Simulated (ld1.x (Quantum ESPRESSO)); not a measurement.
chlorine: one change to an ultrasoft potential, before and after

```
Element                 : Cl (Z = 17)
Generator               : ld1.x (Quantum ESPRESSO) 7.5
Type                    : ultrasoft
Functional              : LDA (PZ)
Relativity              : scalar-relativistic
Frozen core             : [Ne]
Valence charge          : 7
Reference configuration : 3s2 3p5
Partial waves           : 3s (bound): rcut 0.85, rcutus 1.15 bohr; 3s channel at 2.75 Ry: rcut 0.85, rcutus 1.15 bohr; 3p (bound): rcut 0.95, rcutus 1.25 bohr; 3p channel at 4.45 Ry: rcut 0.95, rcutus 1.25 bohr
Local potential         : all-electron potential smoothed inside 1.10 bohr (lloc = -1)
Core correction         : Bessel-smoothed model core, default radius (core density twice the valence density)
Augmentation charge     : built from norm-conserving waves at rcut, not smoothed further
```

Change: local potential all-electron potential smoothed inside 0.90 bohr (lloc = -2).

Cutoffs: the cutoffs (Ry, on a coarse ladder) from which the occupation-weighted sum of valence levels, in a spherical-Bessel basis at the reference potential, stays within 10 and 1 mRy of its value at 400 Ry; they do not see the model core or the augmentation charge, which bear on the density cutoff. Errors are all-electron minus pseudo energies relative to the spin-unpolarised reference configuration.

**Question.** What does the change do?

**Answer.** The potential gets neither clearly harder nor softer (30 Ry and 60 Ry → 30 Ry and 60 Ry); the errors of the 9 common tests hardly move; the range in which the s phases agree widens (upper end 3.8 → at the end of the scan); neither file shows a bound ghost.

| quantity | base | changed |
| --- | --- | --- |
| cutoff, loose | 30 Ry | 30 Ry |
| cutoff, tight | 60 Ry | 60 Ry |
| bound ghosts | none | none |
| error for 3s2 3p4, meV [ΔE 13.97 eV] | +0.1 | +0.1 |
| error for 3s2 3p3, meV [ΔE 39.50 eV] | +6.5 | +6.4 |
| error for 3s2 3p2, meV [ΔE 77.89 eV] | +28 | +28 |
| error for 3s1 3p6, meV [ΔE 12.05 eV] | -7.0 | -7.1 |
| error for 3s2 3p1, meV [ΔE 130.27 eV] | +77 | +76 |
| error for 3s1 3p5, meV [ΔE 26.57 eV] | -9.0 | -9.1 |
| error for 3s2 3p5.3, meV [ΔE -2.17 eV] | +0.3 | +0.3 |
| error for 3s2 3p5 (spin-polarised), meV [ΔE -0.19 eV] | -0.6 | -0.6 |
| error for 3s2 3p4 (spin-polarised), meV [ΔE 13.09 eV] | -3.1 | -3.1 |
| s: phases at 1.35 bohr within 0.05 rad from the reference energy up to (Ry; the scan ends near 5) | 3.8 | to the end of the scan |
| p: phases at 1.35 bohr within 0.05 rad from the reference energy up to (Ry; the scan ends near 5) | to the end of the scan | to the end of the scan |
| lowest overlap eigenvalue by channel | s 0.59, p 0.59 | s 0.60, p 0.60 |
